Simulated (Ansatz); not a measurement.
Consider the cleavage of the B–Sb bond: `C[BH][SbH2]` + HI → `CBI` + `[SbH3]`.

Isolated molecules relaxed with PBE0-D4/def2-TZVP in Ansatz; ΔE leaves out vibrations. CCSD(T)/CBS adds triple-zeta CCSD(T) − MP2 to the extrapolated MP2 energy (def2 sets, frozen cores). Functionals use def2-TZVPP. HSE06 is defined as in plane-wave codes. Elements past krypton have def2 core potentials. For I, Sb outer-core shells are correlated without core-valence functions, which leaves a few kJ/mol of doubt a bond.

`C[BH][SbH2]`:

Z-matrix (Å, degrees):
```
C
B 1 1.551
H 1 1.095 2 112.5
H 1 1.102 2 105.1 3 113.6
H 1 1.091 2 116.5 3 -128.0
Sb 2 2.227 1 123.7 3 135.7
H 2 1.199 1 119.7 3 -40.8
H 6 1.703 2 95.0 1 134.6
H 6 1.705 2 95.1 1 40.1
```

HI:

Cartesian coordinates in Å:
```
I 0.656 -0.162 0.438
H -0.656 0.162 -0.438
```

`CBI`:

Cartesian coordinates in Å:
```
C 0.170 -0.625 -0.387
B -0.283 0.705 0.257
I 0.391 1.322 2.175
H 0.873 -1.218 0.196
H -0.721 -1.232 -0.598
H 0.605 -0.415 -1.372
H -1.035 1.463 -0.272
```

`[SbH3]`:

```xyz
4

Sb   -0.489    0.379   -0.371
H    -0.875   -0.789    0.814
H     0.700    1.072    0.639
H     0.663   -0.662   -1.082
```

```csv
level,ΔE (kJ/mol),difference from CCSD(T)/CBS
r2SCAN-D4,-71.6,-3.8
PBE0-D4,-68.7,-0.9
r2SCANh-D4,-71.4,-3.6
r2SCAN0-D4,-71.1,-3.3
ωB97M-V,-69.4,-1.6
B2PLYP,-71.7,-3.9
PBE-QIDH,-70.7,-2.9
BLYP,-71.6,-3.8
r2SCAN,-72.1,-4.3
HSE06,-69.9,-2.1
LC-ωPBE,-66.8,1.0
HF/def2-TZVPP,-72.8,-5.0
CCSD(T)/def2-TZVPP,-69.2,-1.4
MP2/def2-QZVPP,-71.4,-3.6
SCS-MP2/def2-QZVPP,-70.9,-3.1
HF/CBS(def2),-72.6,-4.8
CCSD(T)/CBS,-67.8,0
```

Largest T1 diagnostic among the species: 0.014.

Leaving LDA and LC-ωPBE aside and taking each functional with its dispersion term where it has one, the values, not all of them listed here, spread over 6.8 kJ/mol, from B97M-V to revPBE-D4. At CCSD(T), def2-SVP lies −3.8 kJ/mol from the extrapolated value and def2-TZVPP −1.4 kJ/mol.
